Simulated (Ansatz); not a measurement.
Isolated molecules relaxed with PBE0-D4/def2-TZVP in Ansatz; ΔE leaves out vibrations. CBS: MP2 limit from def2 TZ/QZ plus the TZ coupled-cluster correction, frozen cores. Functionals use def2-TZVPP. For Ge outer-core shells are correlated without core-valence functions, which leaves a few kJ/mol of doubt a bond. Scalar relativity is left out up to krypton. One conformer a species, not always the lowest.

Consider the isomerisation: `[CH3][Ge]([OH])([OH])[F]` → `[OH][GeH]([OH])[CH2]F`.

```csv
level,ΔE (kJ/mol)
r2SCAN-D4,210.7
PBE,196.4
r2SCAN,210.6
SCS-MP2/def2-TZVPP,216.4
CCSD/def2-TZVPP,212.6
CCSD(T)/def2-TZVPP,212.4
HF/def2-QZVPP,214.1
SCS-MP2/def2-QZVPP,217.7
```

Question: What does CCSD(T)/CBS give? (Estimate.)

Answer: Ansatz gave: +213.2 kJ/mol. The listed levels differ from it by -2.5, -16.8, -2.6, 3.2, -0.6, -0.8, 0.9, 4.5 kJ/mol.

Largest T1 diagnostic among the species: 0.012.

From PBE to PBE0 (25 % exact exchange), in def2-TZVPP and without D4, ΔE moves by +6.8 kJ/mol.
